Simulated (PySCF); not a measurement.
## Structure elucidation problem

The spectra below were simulated for a compound C₄H₁₂O₂Si.

¹H NMR (600 MHz, computed): δ 5.12 (s, 2H), 1.37 (br s, 1H), 1.35 (s, 9H).

¹³C{¹H} NMR (computed): δ 72.9 (C), 33.7 (CH3, 3C).

PySCF 2.14 calculation with PBE0/pcSseg-1 with gauge-including orbitals and GFN2-xTB structure; non-relativistic Hamiltonian, no solvent model, one averaged value for each set of equivalent atoms, one computed conformer.

Referencing at the same level of theory: TMS for ¹H (σ = 31.72 ppm), ¹³C (σ = 186.93 ppm).

Propose a structure and justify it.

Results:


- The formula gives 0 degrees of unsaturation.
- 2 carbon signals for 4 carbons: some carbons are equivalent by symmetry or fast rotation.
- Carbon types of the structure: 1 × C, 3 × CH3, leaving 3 H on heteroatoms.
- δC 72.9: fully substituted sp3 carbon bonded to O; pulled downfield by the heteroatom.
- δC 33.7: methyl carbon; a saturated carbon with 1 carbon neighbour and no heteroatom attached.
- δH 5.12: hydrogen on a silicon bonded to 2 O.
- δH 1.37: hydrogen on an oxygen bonded to Si; exchangeable, gas-phase position.
- δH 1.35: hydrogen on a methyl carbon.

These data were computed for `CC(C)(C)O[SiH2]O`.

This is the structure that produced the data.

The OH or NH signal is concentration- and solvent-dependent in practice; the value given is the gas-phase one. Shifts are as computed. Against solution values, carbons near 30 ppm lie about +3 ppm off and those near 130 ppm about +5 ppm. Of 1211 compounds with measured shifts, 218 miss one by over three times the rms of a fit or turn the order of signals round; such compounds aren't used in these exercises. No couplings were computed; multiplicities are counted from neighbouring protons, with m where these are inequivalent, close in shift, in a saturated or five-membered ring or joined by F or P, and br s for small geminal =CH2 splittings.
